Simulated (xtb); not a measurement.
Input for xtb: GFN2-xTB on GeH5N (SMILES [NH2][GeH3]), a point of a bond scan (R = 4.150 Å).

```
$ xtb mol.xyz --gfn 2 --sp --chrg 0 --uhf 0
7

Ge    -0.36016542     0.04050046     0.02987818
N      1.47031303    -0.14001610    -0.20882542
H     -2.17528883    -2.51616288    -2.68846981
H     -0.70255945     1.50788045    -0.27308504
H     -0.85896258    -0.30670081     1.45462877
H      1.80695904    -1.08530079    -0.07685644
H      2.02009845     0.47463113     0.37790643
```

Program output:

```
[...]
           -------------------------------------------------
          |                Calculation Setup                |
           -------------------------------------------------



molecular fragmentation (1/2 indicates fragments):
1121111
# atoms in fragment 1/2:     6     1
 fragment masses (1/2) :       90.67        1.01
CMA distance (Bohr)    :   8.077
constraining FC (au)   :  0.0500

           -------------------------------------------------
          |                 G F N 2 - x T B                 |
           -------------------------------------------------

        Reference                      10.1021/acs.jctc.8b01176
      * Hamiltonian:
        H0-scaling (s, p, d)           1.850000    2.230000    2.230000
        zeta-weighting                 0.500000
      * Dispersion:
        s8                             2.700000
        a1                             0.520000
        a2                             5.000000
        s9                             5.000000
      * Repulsion:
        kExp                           1.500000    1.000000
        rExp                           1.000000
      * Coulomb:
        alpha                          2.000000
        third order                    shell-resolved
        anisotropic                    true
        a3                             3.000000
        a5                             4.000000
        cn-shift                       1.200000
        cn-exp                         4.000000
        max-rad                        5.000000


          ...................................................
          :                      SETUP                      :
          :.................................................:
          :  # basis functions                  19          :
          :  # atomic orbitals                  18          :
          :  # shells                           10          :
          :  # electrons                        14          :
          :  max. iterations                   250          :
          :  Hamiltonian                  GFN2-xTB          :
          :  restarted?                      false          :
          :  GBSA solvation                  false          :
          :  PC potential                    false          :
          :  electronic temp.          300.0000000     K    :
          :  accuracy                    1.0000000          :
          :  -> integral cutoff          0.2500000E+02      :
          :  -> integral neglect         0.1000000E-07      :
          :  -> SCF convergence          0.1000000E-05 Eh   :
          :  -> wf. convergence          0.1000000E-03 e    :
          :  Broyden damping             0.4000000          :
          :  net charge                          0          :
          :  unpaired electrons                  0          :
          ...................................................

 iter      E             dE          RMSdq      gap      omega  full diag
   1     -6.0459676 -0.604597E+01  0.124E+01    0.58       0.0  T
   2     -6.3784528 -0.332485E+00  0.184E+01    0.29       1.0  T
   3     -6.8448156 -0.466363E+00  0.134E+01    2.53       1.0  T
   4     -6.8800246 -0.352090E-01  0.131E+01    1.01       1.0  T
   5     -6.8492184  0.308062E-01  0.154E+01    2.27       1.0  T
   6     -6.9047362 -0.555178E-01  0.179E+01    2.67       1.0  T
   7     -6.9146127 -0.987655E-02  0.169E+01    2.73       1.0  T
   8     -6.9641266 -0.495139E-01  0.149E+01    2.72       1.0  T
   9     -6.9636239  0.502665E-03  0.149E+01    2.71       1.0  T
  10     -6.8361975  0.127426E+00  0.993E+00    5.03       1.0  T
  11     -6.7073482  0.128849E+00  0.152E+01    4.83       1.0  T
  12     -6.6243074  0.830407E-01  0.163E+01    4.64       1.0  T
  13     -6.6202175  0.408995E-02  0.165E+01    4.62       1.0  T
  14     -6.1267609  0.493457E+00  0.290E+01    3.50       1.0  T
  15     -6.5081462 -0.381385E+00  0.247E+01    4.41       1.0  T
  16     -6.5746571 -0.665108E-01  0.207E+01    4.67       1.0  T
  17     -6.6918264 -0.117169E+00  0.179E+01    4.96       1.0  T
  18     -7.0710022 -0.379176E+00  0.116E+01    1.66       1.0  T
  19     -6.8344197  0.236583E+00  0.116E+01    2.52       1.0  T
  20     -7.0669295 -0.232510E+00  0.112E+01    1.83       1.0  T
  21     -6.9047576  0.162172E+00  0.106E+01    0.70       1.0  T
  22     -7.0778719 -0.173114E+00  0.105E+01    1.93       1.0  T
  23     -7.0479328  0.299390E-01  0.908E+00    0.34       1.0  T
  24     -7.1058438 -0.579110E-01  0.885E+00    1.99       1.0  T
  25     -7.2451853 -0.139342E+00  0.498E+00    0.24       1.0  T
  26     -7.1391079  0.106077E+00  0.684E+00    0.27       1.0  T
  27     -7.1110540  0.280539E-01  0.900E+00    1.92       1.0  T
  28     -7.1492551 -0.382011E-01  0.654E+00    0.73       1.0  T
  29     -7.1446757  0.457942E-02  0.688E+00    0.80       1.0  T
  30     -6.8759470  0.268729E+00  0.933E+00    1.19       1.0  T
  31     -7.1570904 -0.281143E+00  0.574E+
[...]
   -7.2883285 -0.534043E-05  0.677E-03    0.23       5.6  T
  85     -7.2883272  0.131112E-05  0.232E-02    0.23       1.6  T
  86     -7.2883288 -0.163699E-05  0.340E-03    0.23      11.1  T
  87     -7.2883287  0.935947E-07  0.598E-03    0.23       6.3  T
  88     -7.2883288 -0.793949E-07  0.256E-03    0.23      14.8  T
  89     -7.2883288 -0.238238E-07  0.526E-04    0.23      71.9  T
  90     -7.2883288  0.407308E-07  0.338E-03    0.23      11.2  T
  91     -7.2883288 -0.244685E-07  0.213E-03    0.23      17.8  T
  92     -7.2883288 -0.683757E-08  0.169E-03    0.23      22.3  T
  93     -7.2883288 -0.991055E-08  0.418E-04    0.23      90.4  T

   *** convergence criteria satisfied after 93 iterations ***

         #    Occupation            Energy/Eh            Energy/eV
      -------------------------------------------------------------
         1        2.0000           -0.6500825             -17.6896
         2        2.0000           -0.6028591             -16.4046
         3        2.0000           -0.5314550             -14.4616
         4        2.0000           -0.4845762             -13.1860
         5        2.0000           -0.4541380             -12.3577
         6        2.0000           -0.4139092             -11.2630
         7        1.9780           -0.3467233              -9.4348 (HOMO)
         8        0.0220           -0.3381718              -9.2021 (LUMO)
         9                         -0.1384328              -3.7669
        10                         -0.1180765              -3.2130
        11                         -0.1145004              -3.1157
        12                          0.0132587               0.3608
       ...                                ...                  ...
        18                          0.9619845              26.1769
      -------------------------------------------------------------
                  HL-Gap            0.0085515 Eh            0.2327 eV
             Fermi-level           -0.3424475 Eh           -9.3185 eV

 SCC (total)                   0 d,  0 h,  0 min,  0.011 sec
 SCC setup                      ...        0 min,  0.000 sec (  0.582%)
 Dispersion                     ...        0 min,  0.000 sec (  0.282%)
 classical contributions        ...        0 min,  0.000 sec (  0.106%)
 integral evaluation            ...        0 min,  0.000 sec (  2.785%)
 iterations                     ...        0 min,  0.010 sec ( 91.759%)
 molecular gradient             ...        0 min,  0.000 sec (  4.027%)
 printout                       ...        0 min,  0.000 sec (  0.401%)

         :::::::::::::::::::::::::::::::::::::::::::::::::::::
         ::                     SUMMARY                     ::
         :::::::::::::::::::::::::::::::::::::::::::::::::::::
         :: total energy              -7.237114763580 Eh    ::
         :: gradient norm              0.024704068844 Eh/a0 ::
         :: HOMO-LUMO gap              0.232697576398 eV    ::
         ::.................................................::
         :: SCC energy                -7.288326271946 Eh    ::
         :: -> isotropic ES            0.008421455849 Eh    ::
         :: -> anisotropic ES          0.001509535106 Eh    ::
         :: -> anisotropic XC          0.003471333360 Eh    ::
         :: -> dispersion             -0.002330273542 Eh    ::
         :: repulsion energy           0.051211508366 Eh    ::
         :: add. restraining           0.000000000000 Eh    ::
         :: total charge              -0.000000000000 e     ::
         :::::::::::::::::::::::::::::::::::::::::::::::::::::

           -------------------------------------------------
          |                Property Printout                |
           -------------------------------------------------

    * Orbital Energies and Occupations

         #    Occupation            Energy/Eh            Energy/eV
      -------------------------------------------------------------
         1        2.0000           -0.6500825             -17.6896
         2        2.0000           -0.6028591             -16.4046
         3        2.0000           -0.5314550             -14.4616
         4        2.0000           -0.4845762             -13.1860
         5        2.0000           -0.4541380             -12.3577
         6        2.0000           -0.4139092             -11.2630
         7        1.9780           -0.3467233              -9.4348 (HOMO)
         8        0.0220           -0.3381718              -9.2021 (LUMO)
         9                         -0.1384328              -3.7669
        10                         -0.1180765              -3.2130
        11                         -0.1145004              -3.1157
        12                          0.0132587               0.3608
        13                          0.0324618               0.8833
        14                          0.0769234               2.0932
        15                          0.1495571               4.0697
        16                          0.2801349               7.6229
        17                          0.8246593              22.4401
        18                          0.9619845              26.1769
      -------------------------------------------------------------
                  HL-Gap            0.0085515 Eh            0.2327 eV
             Fermi-level           -0.3424475 Eh           -9.3185 eV

     #   Z          covCN         q      C6AA      α(0)
     1  32 Ge       2.683     0.209   216.553    28.705
     2   7 N        2.550    -0.363    29.393     8.052
     3   1 H        0.000    -0.174    22.505     8.674
     4   1 H        0.928    -0.008     3.195     2.795
     5   1 H        0.924    -0.010     3.229     2.810
     6   1 H        0.861     0.173     1.255     1.755
     7   1 H        0.861     0.172     1.258     1.757

 Mol. C6AA /au·bohr⁶  :        930.633175
 Mol. C8AA /au·bohr⁸  :      40953.766067
 Mol. α(0) /au        :         54.547749


Wiberg/Mayer (AO) data.
largest (>0.10) Wiberg bond orders for each atom

 ---------------------------------------------------------------------------
     #   Z sym  total        # sym  WBO       # sym  WBO       # sym  WBO
 ---------------------------------------------------------------------------
     1  32 Ge   3.395 --     2 N    1.155     4 H    0.774     5 H    0.751
                             3 H    0.659
     2   7 N    3.201 --     1 Ge   1.155     6 H    0.940     7 H    0.928
     3   1 H    0.915 --     1 Ge   0.659     5 H    0.104
     4   1 H    0.996 --     1 Ge   0.774
     5   1 H    0.995 --     1 Ge   0.751     3 H    0.104
     6   1 H    0.970 --     2 N    0.940
     7   1 H    0.957 --     2 N    0.928
 ---------------------------------------------------------------------------

Topologies differ in total number of bonds
Writing topology from bond orders to xtbtopo.mol

molecular dipole:
                 x           y           z       tot (Debye)
 q only:        0.839       0.722       1.115
   full:        0.991       0.717       1.444       4.809
molecular quadrupole (traceless):
                xx          xy          yy          xz          yz          zz
 q only:        2.687      -5.617      -0.315      -4.232      -6.076      -2.372
  q+dip:        2.317      -5.813       0.285      -3.065      -5.684      -2.602
   full:        2.248      -6.006       0.559      -2.550      -5.618      -2.807


           -------------------------------------------------
          | TOTAL ENERGY               -7.237114763580 Eh   |
          | GRADIENT NORM               0.024704068844 Eh/α |
          | HOMO-LUMO GAP               0.232697576398 eV   |
Note: The following floating-point exceptions are signalling: IEEE_UNDERFLOW_FLAG IEEE_DENORMAL
normal termination of xtb
           -------------------------------------------------

------------------------------------------------------------------------
------------------------------------------------------------------------
 total:
 SCF:
```

The run finished.

Cost: around 0.03 core-seconds (rough).
